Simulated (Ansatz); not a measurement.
PtI2: single points at one geometry.

```yaml
crystal:
  periodic: [false, false, false]
  atoms:
    - {symbol: Pt, position_ang: [-0.000290, 0.000140, 0.000020]}
    - {symbol: I, position_ang: [1.447150, 1.853070, 0.719260]}
    - {symbol: I, position_ang: [-1.446850, -1.853210, -0.719280]}
basis:
  gaussian: {orbitals: def2-TZVP, initial_orbitals: start.molden}
hamiltonian: {xc: {name: r2SCAN0}, dispersion: d4}
scf: {omitted_lower_state_checks: [starts]}
output: {orbitals: {seedname: orbitals}}
```

The file start.molden holds the orbitals of an earlier run on this structure, at another level or in another basis.

```sh
$ ansatz run in.yaml --threads 4 --pin off --events-out ev --progress --plain --max-ram 3916MiB
```

Shortened log:

```
Functional definition: r2SCAN0
1250 factors; their error is unknown
mean field evaluation 1: about -19454.4834 eV, gradient 3.8e0 eV
mean field evaluation 2: about -19454.5024 eV, gradient 2.7e-2 eV
mean field evaluation 4: about -19455.0741 eV, gradient 6.1e-4 eV
mean field evaluation 8: about -19455.0741 eV, gradient 7.7e-6 eV
mean field evaluation 16: about -19455.0741 eV, gradient 8.2e-6 eV
mean field -19455.07413754 eV, -714.9607874318 hartree, gradient 8.2e-6 eV, S^2 0.000000; 0 other end points of the search recorded, 0 dependent functions left out
reference -19455.07414509 eV, -714.9607877093 hartree; 34, 34 occupied and 106, 106 virtual orbitals, 1250 factors
Total energy: -19455.10752991 eV, -714.9620145787 hartree
Checks for a lower state left out: starts
```

Hardware: 4 threads of Arm Neoverse V2 on a shared host. Wall time 15 s.

First input, but with `hamiltonian: {xc: pbe, dispersion: d4}`, `output: {forces: true, orbitals: {seedname: orbitals}}` (abridged; 4.2 s):

```
Functional definition: PBE
mean field evaluation 16: about -19451.6589 eV, gradient 5.2e-6 eV
mean field -19451.65893044 eV, -714.8352808857 hartree, gradient 5.2e-6 eV, S^2 0.000000
Total energy: -19451.78349886 eV, -714.8398586906 hartree
Atom 0 force     0.001015     0.001945     0.000712 eV/Å
Atom 1 force     0.114788     0.146684     0.056955 eV/Å
Atom 2 force    -0.115803    -0.148629    -0.057667 eV/Å
Dipole moment:    -0.000027    -0.000107    -0.000037 e Å
Checks for a lower state left out: starts
```

First input, but with `gaussian: {orbitals: def2-TZVPD, initial_orbitals: start.molden}`, `hamiltonian: {xc: r2scan, dispersion: d4}` (abridged; 14 s):

```
Functional definition: r2SCAN
mean field evaluation 16: about -19458.5851 eV, gradient 1.7e-6 eV
mean field -19458.58513843 eV, -715.0898143344 hartree, gradient 1.7e-6 eV, S^2 0.000000
Total energy: -19458.60963881 eV, -715.0907147068 hartree
Checks for a lower state left out: starts
```

As the first input, with `gaussian: {orbitals: def2-SVP, initial_orbitals: start.molden}`, `hamiltonian: {xc: pbe0, dispersion: d4}` (abridged; 4 s):

```
Functional definition: PBE0
mean field -19450.19890116 eV, -714.7816257994 hartree, gradient 4.5e-6 eV, S^2 0.000000
Total energy: -19450.30754753 eV, -714.7856184799 hartree
Checks for a lower state left out: starts
```

As the first input, with `hamiltonian: {xc: {name: B3LYP}, dispersion: d4}` (abridged; 7 s):

```
Functional definition: B3LYP
mean field evaluation 16: about -19456.9951 eV, gradient 6.5e-6 eV
mean field -19456.99509404 eV, -715.0313812810 hartree, gradient 6.5e-6 eV, S^2 0.000000
Total energy: -19457.20358142 eV, -715.0390430508 hartree
Checks for a lower state left out: starts
```

As the first input, with `hamiltonian: {xc: r2scan, dispersion: d4}` (abridged; 10 s):

```
Functional definition: r2SCAN
mean field evaluation 16: about -19458.5726 eV, gradient 1.8e-4 eV
mean field -19458.57259993 eV, -715.0893535533 hartree, gradient 2.7e-6 eV, S^2 0.000000
Total energy: -19458.59709813 eV, -715.0902538454 hartree
Checks for a lower state left out: starts
```

First input, but with `gaussian: {orbitals: def2-SVP, initial_orbitals: start.molden}`, `hamiltonian: {xc: pbe, dispersion: d4}` (abridged; 2.5 s):

```
Functional definition: PBE
mean field evaluation 16: about -19450.7206 eV, gradient 4.1e-6 eV
mean field -19450.72055095 eV, -714.8007960756 hartree, gradient 4.1e-6 eV, S^2 0.000000
Total energy: -19450.84511910 eV, -714.8053738705 hartree
Checks for a lower state left out: starts
```

Geometry: r2SCAN-D4/def2-TZVP.

In the def2 sets I, Pt take a core potential; there is no spin–orbit coupling. B3LYP takes the VWN-RPA correlation. The restricted singlet is unstable towards broken spin symmetry at other levels; at r2SCAN0-D4/def2-TZVP, r2SCAN-D4/def2-TZVPD, PBE0-D4/def2-SVP, B3LYP-D4/def2-TZVP and others this wasn't settled. At PBE-D4/def2-TZVP, r2SCAN-D4/def2-TZVP the restricted singlet is unstable: a solution with broken spin symmetry lies lower. At PBE-D4/def2-TZVP, r2SCAN-D4/def2-TZVPD, r2SCAN-D4/def2-TZVP, PBE-D4/def2-SVP an occupied level lies above an empty one. At PBE0-D4/def2-TZVP a triplet of charge 0 lies 0.78 eV below the restricted singlet, each at its own geometry. The structure comes from a short search, and lower isomers may exist.
